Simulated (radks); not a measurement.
Values are calculated unless marked as measured or tabulated.
Hg4+, configuration [Xe] 4f14 5d8 (the NIST ground configuration). Code: a radial shooting solver on a logarithmic mesh with Libxc functionals. Model: Dirac Kohn-Sham, LB94 model potential, spin-unpolarised, spherical densities, finite nucleus; open shells fill j = l - 1/2 first; Fermi nuclear charge, rms radius 5.4648 fm.

X-ray form factor f0, the Fourier transform of the density (f0(0) = 76):

sin(theta)/lambda (1/angstrom)  f0 (electrons)
0.05                                    75.386
0.1                                     73.629
0.15                                    70.952
0.2                                     67.659
0.25                                    64.056
0.3                                     60.397
0.4                                     53.551
0.5                                     47.729
0.6                                     42.880
0.8                                     35.172
1                                       29.119
1.25                                    23.339
1.5                                     19.358
2                                       14.992
